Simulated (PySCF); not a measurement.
Gas-phase reaction: 2 SiF4.NH3 + 5 H → SiH2(NH2)2 + 5 HF + SiF3

Computed with PySCF and rigid-rotor harmonic-oscillator thermochemistry at 1 bar. † marks an energy on the PBE0/def2-TZVP geometry and frequencies; other levels use their own. MP2 freezes the core. Open shells (unrestricted): H (multiplicity 2), SiF3 (multiplicity 2); the rest are closed-shell singlets. No R ln 2 is added for the mirror-image form of SiH2(NH2)2. Adducts (SiF4.NH3) have no counterpoise correction, and HF, PBE, BLYP, B3LYP and PBE0 lack dispersion. SiF4.NH3, SiH2(NH2)2: computed as isolated molecules; such fragments, hydroxides, amides, oligomers or adducts are transient or little studied in the gas. MP2 isn't extrapolated to the basis-set limit; its ΔH°(298 K) is -89.9 kJ in def2-SVP and -179.7 kJ in def2-TZVPP. The harmonic model lacks anharmonicity and excited electronic states, which grow with temperature; levels with a mode under 35 cm⁻¹ are left out. Internal rotation in SiF4.NH3, SiH2(NH2)2 is treated as a harmonic vibration of one conformer, which makes the entropy rough.

| level | ΔE electronic, kJ | ΔH°(298 K), kJ | ΔS°(298 K), J/K | ΔG°(1200 K), kJ |
|---|---|---|---|---|
| BLYP/def2-TZVP† | -326 | -272 | 187 | -458 |
| HF/def2-TZVP† | -59 | -5 | 187 | -191 |
| M06-2X/def2-TZVP† | -217 | -163 | 187 | -349 |
| MP2/def2-SVP† | -144 | -90 | 187 | -276 |
| PBE/def2-SVP | -166 | -115 | 177 | -288 |
| PBE0/def2-SVP† | -186 | -132 | 187 | -318 |
| PBE0/def2-TZVP | -251 | -197 | 187 | -383 |
| r2SCAN/def2-TZVP† | -217 | -164 | 187 | -349 |
| ωB97X-V/def2-TZVP† | -233 | -179 | 187 | -365 |
ΔH° is lowest at BLYP/def2-TZVP† and highest at HF/def2-TZVP†. No reference value is set beside these.
